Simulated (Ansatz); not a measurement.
Reaction (formal exchange of groups at a C–C bond): `Cc1ccc(C(=O)Cl)cc1` + anisole → `COc1ccc(C(=O)Cl)cc1` + toluene

Isolated molecules relaxed with PBE0-D4/def2-TZVP in Ansatz; ΔE leaves out vibrations. CCSD(T)/CBS is the MP2 limit (def2-TZVPP, def2-QZVPP) plus CCSD(T) − MP2 in def2-TZVPP, frozen cores. DFT in def2-TZVPP. B3LYP here is the variant with VWN-RPA as its local correlation; programs differ in this. One conformer a species, not always the lowest.

```tsv
level	ΔE (kJ/mol)	difference from CCSD(T)/CBS
BLYP-D4	-5.9	-2.3
PBE0-D4	-5.3	-1.7
r2SCANh-D4	-5.6	-2.0
B2PLYP	-4.8	-1.2
revPBE	-5.9	-2.3
B3LYP	-5.2	-1.6
CCSD(T)/def2-SVP	-3.8	-0.2
CCSD(T)/def2-TZVPP	-3.8	-0.2
MP2/def2-QZVPP	-3.3	0.3
HF/CBS(def2)	-5.0	-1.4
CCSD(T)/CBS	-3.6	0
```

Largest T1 diagnostic among the species: 0.014.

Leaving LDA and LC-ωPBE aside and taking each functional with its dispersion term where it has one, the values, not all of them listed here, spread over 1.9 kJ/mol, from revPBE-D4 to ωB97M-V.

CCSD(T)/CBS has its own doubt, a few kJ/mol and more with outer-core shells, so smaller differences from it don't rank the levels.
